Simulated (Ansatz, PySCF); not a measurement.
Ligand exchange on a metal centre used in film growth or etching (Nb F-NH2). All species are isolated molecules in the gas phase. One relaxed conformer stands for each flexible species; it need not be the lowest.

Quantity: redistribution energy (mixed species minus the weighted end members), in kcal/mol.

Level 1: frozen-core CCSD(T)/def2-TZVPP // r2SCAN-D4/def2-SVP (Ansatz, a program for electronic structure)
Level 2: PBE-D3(BJ)/def2-TZVP // r2SCAN-D4/def2-SVP (PySCF)
Level 3: BP86/6-31G* (LANL2DZ on Nb) // r2SCAN-D4/def2-SVP (PySCF)
Level 4: SVWN5/6-31G* (LANL2DZ on Nb) // r2SCAN-D4/def2-SVP (PySCF)

```
species                                   level 1     level 2     level 3     level 4
----------------------------------------  -------  ----------  ----------  ----------
1 of 5 F replaced by NH2: [Nb(F)4(NH2)]     -8.01       -7.40       -7.86       -8.30
3 of 5 F replaced by NH2: [Nb(F)2(NH2)3]    -8.66  (withheld)  (withheld)       -5.52
2 of 5 F replaced by NH2: [Nb(F)3(NH2)2]    -10.5       -9.09  (withheld)  (withheld)
4 of 5 F replaced by NH2: [Nb(F)(NH2)4]     -7.65       -7.42       -8.25       -8.68
```

### Question
Fill in the missing entries.

### Answer

- 3 of 5 F replaced by NH2: [Nb(F)2(NH2)3], level 2: -6.16
- 3 of 5 F replaced by NH2: [Nb(F)2(NH2)3], level 3: -5.51
- 2 of 5 F replaced by NH2: [Nb(F)3(NH2)2], level 3: -9.31
- 2 of 5 F replaced by NH2: [Nb(F)3(NH2)2], level 4: -9.66
